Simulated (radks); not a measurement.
Task: Radial electron density D(r) = 4 pi r^2 rho(r) of an atom or ion with 33 electrons. Method: scalar-relativistic Kohn-Sham, LDA (Slater exchange, VWN5 correlation), spin-polarised, spherical densities, finite nucleus; Fermi nuclear charge, rms radius of each element as measured or else 0.836 A^(1/3) + 0.57 fm; computed with a radial shooting solver on a logarithmic mesh with Libxc functionals.

```
   r/bohr * D(r) (the largest magnitude, 49.4, reaches the edge; | marks zero)
 0.004974 |       *
 0.005699 |        *
 0.006529 |           *
 0.007421 |             *
 0.008502 |                *
  0.00974 |                   *
  0.01116 |                       *
  0.01278 |                           *
  0.01465 |                               *
  0.01678 |                                   *
  0.01923 |                                       *
  0.02185 |                                          *
  0.02503 |                                            *
  0.02868 |                                              *
  0.03286 |                                              *
  0.03765 |                                             *
  0.04313 |                                          *
  0.04941 |                                        *
  0.05661 |                                      *
  0.06434 |                                     *
  0.07372 |                                      *
  0.08446 |                                         *
  0.09676 |                                              *
   0.1109 |                                                  *
    0.127 |                                                      *
   0.1455 |                                                      *
   0.1667 |                                                   *
   0.1895 |                                             *
   0.2171 |                                      *
   0.2487 |                                *
   0.2849 |                             *
   0.3264 |                             *
    0.374 |                                *
   0.4285 |                                   *
   0.4909 |                                   *
   0.5579 |                                 *
   0.6392 |                           *
   0.7323 |                    *
    0.839 |              *
   0.9613 |         *
    1.101 |      *
    1.262 |    *
    1.446 |   *
    1.643 |   *
    1.882 |  *
    2.157 |  *
    2.471 | *
    2.831 |*
    3.243 |*
    3.715 *
    4.257 *
    4.838 *
    5.543 *
     6.35 *
    7.275 *
```

What is the nuclear charge?

Result: Z = 34. The innermost maximum, from 1s, lies near gamma/Z bohr with gamma = sqrt(1 - (Z/c)^2) = 0.969, here 0.0285 bohr (found: 0.0308), and its height grows with Z. The density is that of the selenium ion Se+ in [Ar] 3d10 4s2 4p3; the configuration itself is not fixed sharply by these data, and Z only to about a unit. D(r) has 3 maxima, at r = 0.0308, 0.139, 0.472 bohr, and minima at 0.0643, 0.299 bohr, inside which lie 2.07, 11.03 electrons.
